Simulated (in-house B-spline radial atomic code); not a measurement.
Spin-orbit splittings of orbital energies (j = l + 1/2 less j = l - 1/2) and ratios of mean radii (lower j over upper j) along the 32-electron series, configuration [Ar] 3d10 4s2 4p2. Computed with a radial B-spline atomic code at the basis-set limit: Dirac-Hartree-Fock, average of the configuration, finite nuclei.

```json
{"ion": "Ge", "Z": "32", "splitting of 2p (eV)": "32.234", "radius ratio of 2p": "0.98084", "splitting of 3p (eV)": "4.5509", "radius ratio of 3p": "0.98473", "splitting of 3d (eV)": "0.65768", "radius ratio of 3d": "0.99297"}
{"ion": "As+", "Z": "33", "splitting of 2p (eV)": "36.949", "radius ratio of 2p": "0.9796", "splitting of 3p (eV)": "5.331", "radius ratio of 3p": "0.98409", "splitting of 3d (eV)": "0.80083", "radius ratio of 3d": "0.99322"}
{"ion": "Se2+", "Z": "34", "splitting of 2p (eV)": "42.175", "radius ratio of 2p": "0.97831", "splitting of 3p (eV)": "6.2203", "radius ratio of 3p": "0.98344", "splitting of 3d (eV)": "0.96853", "radius ratio of 3d": "0.99333"}
{"ion": "Br3+", "Z": "35", "splitting of 2p (eV)": "47.95", "radius ratio of 2p": "0.97699", "splitting of 3p (eV)": "7.2284", "radius ratio of 3p": "0.98276", "splitting of 3d (eV)": "1.1628", "radius ratio of 3d": "0.99333"}
{"ion": "Kr4+", "Z": "36", "splitting of 2p (eV)": "?", "radius ratio of 2p": "?", "splitting of 3p (eV)": "?", "radius ratio of 3p": "?", "splitting of 3d (eV)": "?", "radius ratio of 3d": "?"}
{"ion": "Rb5+", "Z": "37", "splitting of 2p (eV)": "61.307", "radius ratio of 2p": "0.97423", "splitting of 3p (eV)": "9.6404", "radius ratio of 3p": "0.98133", "splitting of 3d (eV)": "1.6402", "radius ratio of 3d": "0.99313"}
{"ion": "Sr6+", "Z": "38", "splitting of 2p (eV)": "68.975", "radius ratio of 2p": "0.97278", "splitting of 3p (eV)": "11.066", "radius ratio of 3p": "0.98058", "splitting of 3d (eV)": "1.9284", "radius ratio of 3d": "0.99296"}
{"ion": "Zr8+", "Z": "40", "splitting of 2p (eV)": "86.516", "radius ratio of 2p": "0.96978", "splitting of 3p (eV)": "14.411", "radius ratio of 3p": "0.97898", "splitting of 3d (eV)": "2.6175", "radius ratio of 3d": "0.99253"}
{"ion": "Nb9+", "Z": "41", "splitting of 2p (eV)": "96.485", "radius ratio of 2p": "0.96821", "splitting of 3p (eV)": "16.356", "radius ratio of 3p": "0.97813", "splitting of 3d (eV)": "3.0243", "radius ratio of 3d": "0.99228"}
{"ion": "Mo10+", "Z": "42", "splitting of 2p (eV)": "107.32", "radius ratio of 2p": "0.9666", "splitting of 3p (eV)": "18.5", "radius ratio of 3p": "0.97726", "splitting of 3d (eV)": "3.4767", "radius ratio of 3d": "0.99201"}
{"ion": "Tc11+", "Z": "43", "splitting of 2p (eV)": "119.08", "radius ratio of 2p": "0.96495", "splitting of 3p (eV)": "20.856", "radius ratio of 3p": "0.97635", "splitting of 3d (eV)": "3.9779", "radius ratio of 3d": "0.99172"}
{"ion": "Ru12+", "Z": "44", "splitting of 2p (eV)": "131.81", "radius ratio of 2p": "0.96326", "splitting of 3p (eV)": "23.439", "radius ratio of 3p": "0.97542", "splitting of 3d (eV)": "4.5314", "radius ratio of 3d": "0.99141"}
{"ion": "Rh13+", "Z": "45", "splitting of 2p (eV)": "?", "radius ratio of 2p": "?", "splitting of 3p (eV)": "?", "radius ratio of 3p": "?", "splitting of 3d (eV)": "?", "radius ratio of 3d": "?"}
{"ion": "Pd14+", "Z": "46", "splitting of 2p (eV)": "160.43", "radius ratio of 2p": "0.95974", "splitting of 3p (eV)": "29.345", "radius ratio of 3p": "0.97347", "splitting of 3d (eV)": "5.809", "radius ratio of 3d": "0.99075"}
{"ion": "Ag15+", "Z": "47", "splitting of 2p (eV)": "176.45", "radius ratio of 2p": "0.95792", "splitting of 3p (eV)": "32.7", "radius ratio of 3p": "0.97245", "splitting of 3d (eV)": "6.5405", "radius ratio of 3d": "0.9904"}
{"ion": "Cd16+", "Z": "48", "splitting of 2p (eV)": "193.68", "radius ratio of 2p": "0.95605", "splitting of 3p (eV)": "36.345", "radius ratio of 3p": "0.9714", "splitting of 3d (eV)": "7.3389", "radius ratio of 3d": "0.99004"}
{"ion": "In17+", "Z": "49", "splitting of 2p (eV)": "212.21", "radius ratio of 2p": "0.95414", "splitting of 3p (eV)": "40.299", "radius ratio of 3p": "0.97032", "splitting of 3d (eV)": "8.2082", "radius ratio of 3d": "0.98966"}
{"ion": "Sn18+", "Z": "50", "splitting of 2p (eV)": "?", "radius ratio of 2p": "?", "splitting of 3p (eV)": "?", "radius ratio of 3p": "?", "splitting of 3d (eV)": "?", "radius ratio of 3d": "?"}
{"ion": "Sb19+", "Z": "51", "splitting of 2p (eV)": "253.41", "radius ratio of 2p": "0.95017", "splitting of 3p (eV)": "49.205", "radius ratio of 3p": "0.96808", "splitting of 3d (eV)": "10.176", "radius ratio of 3d": "0.98887"}
{"ion": "Te20+", "Z": "52", "splitting of 2p (eV)": "276.23", "radius ratio of 2p": "0.94812", "splitting of 3p (eV)": "54.197", "radius ratio of 3p": "0.96691", "splitting of 3d (eV)": "11.283", "radius ratio of 3d": "0.98846"}
{"ion": "I21+", "Z": "53", "splitting of 2p (eV)": "300.64", "radius ratio of 2p": "0.94602", "splitting of 3p (eV)": "59.575", "radius ratio of 3p": "0.96571", "splitting of 3d (eV)": "12.477", "radius ratio of 3d": "0.98803"}
{"ion": "Xe22+", "Z": "54", "splitting of 2p (eV)": "326.72", "radius ratio of 2p": "0.94387", "splitting of 3p (eV)": "65.361", "radius ratio of 3p": "0.96448", "splitting of 3d (eV)": "13.765", "radius ratio of 3d": "0.9876"}
```

Question: Fill in the row of Kr4+.

Answer: splitting of 2p (eV): 54.313; radius ratio of 2p: 0.97563; splitting of 3p (eV): 8.365; radius ratio of 3p: 0.98206; splitting of 3d (eV): 1.3859; radius ratio of 3d: 0.99325.

Question: Fill in the row of Rh13+.

Answer: splitting of 2p (eV): 145.57; radius ratio of 2p: 0.96152; splitting of 3p (eV): 26.263; radius ratio of 3p: 0.97446; splitting of 3d (eV): 5.1405; radius ratio of 3d: 0.99109.

Question: Fill in the row of Sn18+.

Answer: splitting of 2p (eV): 232.09; radius ratio of 2p: 0.95218; splitting of 3p (eV): 44.579; radius ratio of 3p: 0.96922; splitting of 3d (eV): 9.1524; radius ratio of 3d: 0.98927.

Question: With what power of Z does the column «splitting of 3d (eV)» change over this range?

Answer: A fit of the logarithm of its size against log Z from Z = 32 to 54 has slope 5.79. An unscreened hydrogenic electron would give 4 at low Z; screening makes the apparent power larger near the neutral end, and relativity raises it again at high Z.
